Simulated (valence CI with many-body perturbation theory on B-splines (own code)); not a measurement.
Results of a calculation; reference values are marked as such.
**Sensitivity of CI+MBPT for Sn18+**

Method: relativistic CI+MBPT: four valence electrons over a frozen Dirac-Fock core [Ar] 3d10, a basis of 6 s, 6 p, 5 d, 3 f, 1 g functions for each j, with the one-electron correlation potential Σ1 (screened to all orders), the two-electron term Σ2, the three-electron term Σ3, Breit, model QED; selected single and double excitations, second order for the rest, scaled by the run's own slope (own B-spline code, finite nucleus).

No measured levels were compared; by estimate levels hold to about 250 cm⁻¹ or 0.2 % of their energy and the worst to 1 %, as in measured heavy ions of charge 2 to 7; those with d or f electrons hold less well.

The reference run has the lowest level (4s^2 4p1/2^2) J=0 and an ionisation energy of 507.301 eV. Its largest variational space holds 10023 state functions.

Levels are named by their leading jj configuration (3d3/2^4 stands for four electrons in 3d with j = 3/2), which in mixed levels can hold well under half, so a name can repeat and another be missing. Letters in brackets count levels of one name in rising energy.

Changed runs:
A. selection threshold (hartree) 2e-08 → 2e-07
B. highest l with Σ1, explicit Σ2 and valence Breit (higher l get mean screening factors) 3 → 1
C. Breit term on → off; QED terms on → off
D. correlating orbitals by l 3 3 3 2 1 → 2 2 1 1 0; natural orbitals for correlation on → off (bad on purpose)

Excitation energies of the reference run in cm⁻¹, and shifts in cm⁻¹:

```csv
Level,Reference,A,B,C,D
(4s^2 4p1/2 4p3/2) J=1,67622,+0.2,+101,+1014,-211
(4s^2 4p1/2 4p3/2) J=2,84305,+0.7,+135,+1105,+100
(4s^2 4p3/2^2) J=2,165205,+0.2,+149,+2090,+103
(4s^2 4p3/2^2) J=0,207149,0,-252,+2015,+733
(4s 4p1/2^2 4p3/2) J=2,386925,0,-178,+1941,-891
(4s 4p1/2^2 4p3/2) J=1,452396,+0.1,-128,+1839,+20
(4s 4p1/2 4p3/2^2) J=2 [a],469513,-0.1,-201,+2417,-304
(4s 4p1/2 4p3/2^2) J=3,493589,-1.2,-76,+2753,-214
(4s 4p1/2 4p3/2^2) J=0,529843,+0.3,-294,+2586,+300
(4s 4p1/2 4p3/2^2) J=1 [a],539829,0,-225,+2765,+199
(4s 4p1/2 4p3/2^2) J=2 [b],546354,-0.2,-941,+2781,+73
(4s 4p1/2 4p3/2^2) J=1 [b],590335,-0.1,+422,+2455,+728
Ionisation energy (eV),507.301,0,-0.034,+0.358,-0.099
```
